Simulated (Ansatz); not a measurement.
Reactions of `C[SiH](Cl)CF`.

Calculated with Ansatz (gas phase, PBE0-D4/def2-TZVP geometries, no zero-point term in ΔE). CBS: MP2 limit from def2 TZ/QZ plus the TZ coupled-cluster correction, frozen cores. This one scheme is used for every species. Double bonds are as drawn, so ΔE can hold a change between cis and trans. Functionals use def2-TZVPP. B3LYP here is the variant with VWN-RPA as its local correlation; programs differ in this. For Br outer-core shells are correlated without core-valence functions, which leaves a few kJ/mol of doubt a bond. Scalar relativity is left out up to krypton. One conformer a species, not always the lowest.

| reaction | B3LYP-D4 (eV) | CCSD(T)/CBS(def2) (eV) |
| --- | --- | --- |
| `C[SiH](Cl)CF` + HBr → `C[SiH](Cl)Br` + `CF` | -1.15 | -1.20 |
| `C[SiH](Cl)CF` + H₂S → `FC[SiH](S)Cl` + CH₄ | -0.59 | -0.57 |
| `C[SiH](Cl)CF` + SiH₄ → `C[SiH]([SiH3])CF` + HCl | 1.11 | 1.12 |
| `C[SiH](Cl)CF` + `O/C=C(\O)F` → `O[SiH](Cl)CF` + `C/C(F)=C\O` | -1.20 | -1.26 |
| `C[SiH](Cl)CF` → `FC([SiH3])CCl` | 2.09 | 2.12 |

Largest T1 diagnostic: 0.012, for `O/C=C(\O)F`.
